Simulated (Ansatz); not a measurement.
C2H6ClIn, SMILES `[CH3][In]([CH3])[Cl]`, 10 atoms. Total charge 0; spin multiplicity 1. Correlated methods include outer-core shells of In, which these sets cover unevenly. In takes the def2 core potential. All runs use 4 threads of an Arm Neoverse V1 on a shared host. Correlated methods freeze the cores.

Task: How many basis functions does each run have, and how long does it take in Ansatz? direct RPA on PBE orbitals/def2-TZVPP energy; RKS B97M-V/def2-TZVPP energy; RKS PBE0-D4/def2-QZVPP energy; RKS PBE0-D4/def2-TZVP frequencies; RKS PBE0-D4/def2-TZVP relaxation (5 steps); RHF-CCSD(T)/def2-TZVPP energy; RKS revPBE-D4/def2-TZVPP energy; RKS ωB97M-V/def2-SVP energy; RHF-MP2/def2-QZVPP energy; RKS PBE0-D4/def2-SVP energy; RKS ωB97M-V/def2-QZVPP energy; RHF-CCSD(T)/def2-SVP energy. (Best estimate.)

Result: Ansatz gave: Other jobs shared the machine, so times are rough.

```tsv
level	job	functions	wall time	peak host memory (GiB)
RKS PBE0-D4/def2-SVP	energy	102	1.2 s	0.43
RKS revPBE-D4/def2-TZVPP	energy	238	1.9 s	0.3
RKS ωB97M-V/def2-SVP	energy	102	5 s	0.43
RHF-CCSD(T)/def2-SVP	energy	102	5.5 s	0.47
direct RPA on PBE orbitals/def2-TZVPP	energy	238	6 s	0.59
RKS PBE0-D4/def2-QZVPP	energy	446	7.5 s	1.5
RKS B97M-V/def2-TZVPP	energy	238	8.5 s	0.39
RHF-MP2/def2-QZVPP	energy	446	17 s	2.3
RKS ωB97M-V/def2-QZVPP	energy	446	17 s	1.8
RKS PBE0-D4/def2-TZVP	relaxation (5 steps)	185	18 s	0.48
RKS PBE0-D4/def2-TZVP	frequencies	185	2.3 min	0.48
RHF-CCSD(T)/def2-TZVPP	energy	238	2.5 min	4.7
```
